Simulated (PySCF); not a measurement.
C8H11: g tensor and hyperfine couplings

C₈H₁₁ (doublet state).
Cartesian coordinates in Å at the GFN2-xTB level; atoms count from 1:
```xyz
19
C8H11 angstrom
C     -1.1349    1.8213   -0.1164
C     -0.6513    0.3960   -0.0779
C      0.6192    0.0533    0.1073
C      1.7235    1.0586    0.2918
C      1.1157   -1.3669    0.1348
C      0.0079   -2.3814   -0.0981
C     -1.2151   -1.9844   -0.2627
C     -1.7594   -0.6307   -0.2734
H     -2.2050    1.8554   -0.3050
H     -0.9435    2.3225    0.8324
H     -0.6342    2.3807   -0.9059
H      2.3656    1.0708   -0.5897
H      1.3412    2.0607    0.4518
H      2.3408    0.7811    1.1456
H      1.5895   -1.5736    1.1023
H      1.8872   -1.4995   -0.6333
H      0.3127   -3.4174   -0.1104
H     -2.5025   -0.5076    0.5236
H     -2.2672   -0.4299   -1.2244
```

The species is `CC1=C(C)CC=[C]C1` [radical].

Theory: UKS B3LYP, pcH-1 on C H, non-relativistic, mean-field spin-orbit, GIAO in PySCF. Geometry: GFN2-xTB; no solvent, vibrations or thermal averaging. GFN2-xTB frequencies show an imaginary mode (55i cm⁻¹), so this geometry is no minimum at that level. The geometry wasn't refined by DFT: couplings that depend on bond lengths, twists or pyramidal angles can differ widely from those at the functional's own minimum. No stability test was run, so a lower SCF solution isn't excluded.

```json
{
 "g1, g2, g3": "2.00153, 2.00212, 2.00316",
 "g_iso": "2.00227",
 "Form of g": "rhombic: the two nearest values differ by 37 % of g3 − g1",
 "⟨S²⟩": "0.7584 (exact 0.7500)",
 "α and β electrons": "30, 29",
 "HOMO–LUMO gap, α and β orbitals": "6.34, 4.39 eV",
 "Total energy": "-311.39412 Eh"
}
```

Isotropic coupling and dipolar principal values T1 to T3, in MHz:

```json
{"atom": "C1", "isotope": "13C", "a_iso": "6.8", "T1": "-1.4", "T2": "-1.3", "T3": "2.7", "Mulliken spin population": "0.01"}
{"atom": "C2", "isotope": "13C", "a_iso": "44.5", "T1": "-6.6", "T2": "-5.2", "T3": "11.8", "Mulliken spin population": "0.06"}
{"atom": "C3", "isotope": "13C", "a_iso": "-6.5", "T1": "-2.2", "T2": "0.2", "T3": "2.0", "Mulliken spin population": "-0.02"}
{"atom": "C4", "isotope": "13C", "a_iso": "7.2", "T1": "-0.6", "T2": "-0.5", "T3": "1.1", "Mulliken spin population": "0.00"}
{"atom": "C5", "isotope": "13C", "a_iso": "51.7", "T1": "-8.5", "T2": "-7.5", "T3": "16.0", "Mulliken spin population": "0.08"}
{"atom": "C6", "isotope": "13C", "a_iso": "3.6", "T1": "-19.9", "T2": "1.3", "T3": "18.5", "Mulliken spin population": "-0.14"}
{"atom": "C7", "isotope": "13C", "a_iso": "347.6", "T1": "-78.4", "T2": "-58.1", "T3": "136.4", "Mulliken spin population": "0.99"}
{"atom": "C8", "isotope": "13C", "a_iso": "21.7", "T1": "-6.6", "T2": "-6.1", "T3": "12.7", "Mulliken spin population": "-0.03"}
{"atom": "H9", "isotope": "1H", "a_iso": "2.9", "T1": "-1.8", "T2": "-1.0", "T3": "2.8", "Mulliken spin population": "0.00"}
{"atom": "H10", "isotope": "1H", "a_iso": "3.0", "T1": "-1.4", "T2": "-0.7", "T3": "2.1", "Mulliken spin population": "0.00"}
{"atom": "H11", "isotope": "1H", "a_iso": "3.5", "T1": "-1.4", "T2": "-0.7", "T3": "2.1", "Mulliken spin population": "0.00"}
{"atom": "H12", "isotope": "1H", "a_iso": "-1.4", "T1": "-0.8", "T2": "-0.7", "T3": "1.5", "Mulliken spin population": "0.00"}
{"atom": "H13", "isotope": "1H", "a_iso": "0.4", "T1": "-0.9", "T2": "-0.5", "T3": "1.4", "Mulliken spin population": "0.00"}
{"atom": "H14", "isotope": "1H", "a_iso": "-0.9", "T1": "-0.9", "T2": "-0.6", "T3": "1.6", "Mulliken spin population": "0.00"}
{"atom": "H15", "isotope": "1H", "a_iso": "-8.4", "T1": "-4.2", "T2": "-1.5", "T3": "5.7", "Mulliken spin population": "0.00"}
{"atom": "H16", "isotope": "1H", "a_iso": "-6.8", "T1": "-4.2", "T2": "-1.4", "T3": "5.6", "Mulliken spin population": "0.00"}
{"atom": "H17", "isotope": "1H", "a_iso": "86.7", "T1": "-6.4", "T2": "-5.4", "T3": "11.8", "Mulliken spin population": "0.03"}
{"atom": "H18", "isotope": "1H", "a_iso": "16.5", "T1": "-7.1", "T2": "-5.0", "T3": "12.0", "Mulliken spin population": "0.01"}
{"atom": "H19", "isotope": "1H", "a_iso": "19.2", "T1": "-7.1", "T2": "-5.1", "T3": "12.2", "Mulliken spin population": "0.01"}
```

The largest Mulliken spin populations are on C7 (+0.99), C6 (-0.14), C5 (+0.08) and C2 (+0.06). No atom but C7 exceeds +0.15.

Axes: g2 points within 1° of the C5–C6 bond.

Under fast tumbling the dipolar parts average out, and these isotropic splittings remain: 1 × 1H (H17, I = 1/2, 2 lines) with 3.09 mT, 2 × 1H (H18/H19, I = 1/2, 3 lines) with 0.64 mT, 2 × 1H (H15/H16, I = 1/2, 3 lines) with 0.27 mT and 3 × 1H (H9/H10/H11, I = 1/2, 4 lines) with 0.11 mT.

Nuclei that the bonding pattern makes equivalent are averaged, as if the motion that swaps them (rotation, inversion, ring flip) were fast.

The 13C coupling of C7 (347.6 MHz) shows only in satellite lines or after enrichment, since that isotope makes up about 1.07 % of natural carbon.

The spin density at the nucleus, in bohr⁻³, is negative for C3 (-0.0057) and H15/H16 (-0.0017), for instance. A restricted open-shell determinant has no negative spin density anywhere; here it arises because α and β orbitals differ (spin polarisation).
